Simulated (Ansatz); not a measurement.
`C[Si](C)(C)C#Cc1cnc(-c2cnc(-c3cnc(C#C[Si](C)(C)C)nc3)nc2)nc1`, relaxed as a singlet with RKS r2SCAN-D4/def2-SVP in Ansatz, starting from the GFN2-xTB geometry. Force threshold 0.03 eV/Å.

Single mean-field runs in def2-SVP are fitted with def2-universal-jkfit.

Start:

Cartesian coordinates in Å:
```
C 9.4550 3.7589 -2.9263
Si 8.3406 3.0185 -4.2825
C 7.8862 4.3291 -5.5885
C 9.1606 1.5006 -5.0906
C 6.7668 2.4459 -3.4712
C 5.7414 2.0760 -2.9457
C 4.5501 1.6441 -2.3356
C 4.5422 0.8790 -1.1611
N 3.4284 0.4774 -0.5910
C 2.2776 0.8233 -1.1685
C 1.0443 0.3773 -0.5353
C -0.2157 0.6872 -1.0570
N -1.3302 0.2878 -0.4848
C -1.2238 -0.4380 0.6296
C -2.4573 -0.8841 1.2617
C -3.7189 -0.5737 0.7410
N -4.8334 -0.9759 1.3099
C -4.7209 -1.7070 2.4224
C -5.9198 -2.1439 3.0390
C -6.9434 -2.5159 3.5649
Si -8.5208 -3.0861 4.3772
C -9.4926 -1.5362 4.9128
C -9.5004 -4.0928 3.0890
C -8.0526 -4.1600 5.8800
N -3.5709 -2.0589 3.0038
C -2.4597 -1.6535 2.4309
N -0.0736 -0.7887 1.2078
C 1.0404 -0.3888 0.6348
N 2.1731 1.5471 -2.2833
C 3.2850 1.9502 -2.8560
H 9.6894 3.0224 -2.1635
H 8.9727 4.5985 -2.4346
H 10.3948 4.1149 -3.3388
H 8.7705 4.6999 -6.0992
H 7.2185 3.9213 -6.3417
H 7.3877 5.1810 -5.1353
H 10.0910 1.7705 -5.5818
H 8.5119 1.0528 -5.8375
H 9.3882 0.7363 -4.3537
H 5.4664 0.5876 -0.6782
H -0.3116 1.2749 -1.9601
H -3.8137 0.0167 -0.1606
H -8.9214 -0.9370 5.6156
H -9.7261 -0.9059 4.0600
H -10.4304 -1.8019 5.3928
H -10.4429 -4.4493 3.4949
H -9.7249 -3.4933 2.2120
H -8.9359 -4.9587 2.7566
H -8.9335 -4.5339 6.3946
H -7.4580 -5.0171 5.5784
H -7.4672 -3.5942 6.5985
H -1.5310 -1.9414 2.9049
H 1.9680 -0.6784 1.1104
H 3.1796 2.5354 -3.7610
```

(1) Estimate the energy that the relaxation releases and the steps that it takes.

(2) Does the start keep its bonding?

(3) Predict the relaxed structure.

## Answers

(1) 6.3 kcal/mol, in 4 steps; 16 s on 2 threads of AMD EPYC 7R13 on a shared host and a share (18 GiB) of an NVIDIA H100 80GB HBM3. No frequencies were taken in this run, so the end may be a saddle point.

(2) By distances, no bond broke or formed. The bond that changes most is Si21–C24, from 1.91 to 1.88 Å (atoms count from 1).

(3) 
Cartesian coordinates in Å:
```
C 9.495 3.766 -2.976
Si 8.390 3.035 -4.307
C 7.947 4.327 -5.595
C 9.205 1.544 -5.107
C 6.824 2.468 -3.502
C 5.782 2.092 -2.968
C 4.583 1.659 -2.353
C 4.573 0.884 -1.170
N 3.451 0.479 -0.593
C 2.292 0.830 -1.177
C 1.047 0.381 -0.538
C -0.221 0.693 -1.062
N -1.347 0.288 -0.488
C -1.235 -0.445 0.634
C -2.480 -0.894 1.274
C -3.748 -0.581 0.749
N -4.878 -0.984 1.320
C -4.756 -1.718 2.443
C -5.968 -2.159 3.065
C -7.007 -2.538 3.599
Si -8.571 -3.105 4.402
C -9.532 -1.581 4.933
C -9.542 -4.100 3.138
C -8.122 -4.164 5.886
N -3.600 -2.079 3.035
C -2.481 -1.667 2.450
N -0.077 -0.798 1.221
C 1.045 -0.389 0.640
N 2.183 1.560 -2.301
C 3.306 1.965 -2.877
H 9.733 3.019 -2.202
H 9.009 4.622 -2.481
H 10.445 4.119 -3.411
H 8.853 4.696 -6.104
H 7.273 3.910 -6.361
H 7.441 5.191 -5.134
H 10.147 1.836 -5.600
H 8.548 1.092 -5.867
H 9.439 0.770 -4.359
H 5.519 0.600 -0.692
H -0.298 1.289 -1.979
H -3.824 0.019 -0.165
H -8.953 -0.976 5.649
H -9.770 -0.942 4.067
H -10.480 -1.869 5.417
H -10.491 -4.458 3.571
H -9.778 -3.490 2.252
H -8.970 -4.979 2.800
H -9.029 -4.527 6.398
H -7.528 -5.041 5.581
H -7.525 -3.591 6.614
H -1.529 -1.948 2.916
H 1.995 -0.673 1.107
H 3.218 2.563 -3.793
```
Bond lengths: 12 × C–N 1.32 to 1.35 Å; 12 × C–C 1.23 to 1.47 Å; 8 × C–Si 1.85 to 1.88 Å; 24 × C–H 1.10 Å.
